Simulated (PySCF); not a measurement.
PtO2, SMILES [Pt](=[O])=[O] (connectivity only; charge and spin as stated), neutral, multiplicity 3. Atoms are numbered in the order given.

```xyz
3

Pt     0.0000     0.0000     0.1007
O      0.0000    -1.6412    -0.4908
O      0.0000     1.6412    -0.4908
```
Charge 0, spin multiplicity 3.

Geometry optimised at B3LYP-D3(BJ)/def2-TZVP. The multiplicity is an assumed one; other spin states were not compared. The def2 effective core potentials stand for the cores of Pt; spin–orbit coupling is left out.

Method: PySCF 2.14.0 with TDA-PBE/def2-TZVPD.

Vertical excitations. 

**Question.** Give excitation energies, oscillator strengths and character. (The exact figures need the calculation; the answer reports its results.)

**Answer.** 
| state | energy (eV) | λ (nm) | f | main pairs |
|---|---|---|---|---|
| root 1 | 0.41 | 3018 | 0.000 | α HOMO→LUMO 39 %, β HOMO→LUMO 61 % |
| root 2 | 0.81 | 1535 | 0.001 | α HOMO→LUMO 61 %, β HOMO→LUMO 39 % |
| root 3 | 1.05 | 1183 | 0.000 | β HOMO−1→LUMO 99 % |
| root 4 | 1.75 | 710 | 0.004 | β HOMO−2→LUMO 84 % |
| root 5 | 2.01 | 618 | 0.002 | α HOMO−1→LUMO 80 %, β HOMO→LUMO+1 12 % |
| root 6 | 2.06 | 602 | 0.000 | α HOMO−2→LUMO 23 %, β HOMO→LUMO+2 74 % |
| root 7 | 2.33 | 533 | 0.000 | α HOMO−3→LUMO 55 %, α HOMO−1→LUMO 13 %, β HOMO−1→LUMO+2 26 %, β HOMO→LUMO+1 5 % |
| root 8 | 2.42 | 512 | 0.003 | β HOMO→LUMO+1 48 %, β HOMO−1→LUMO+2 39 % |
| root 9 | 2.56 | 484 | 0.000 | β HOMO−3→LUMO 99 % |
| root 10 | 2.64 | 469 | 0.000 | α HOMO−2→LUMO 10 %, β HOMO−1→LUMO+1 89 % |
Unrestricted roots are not spin-pure.
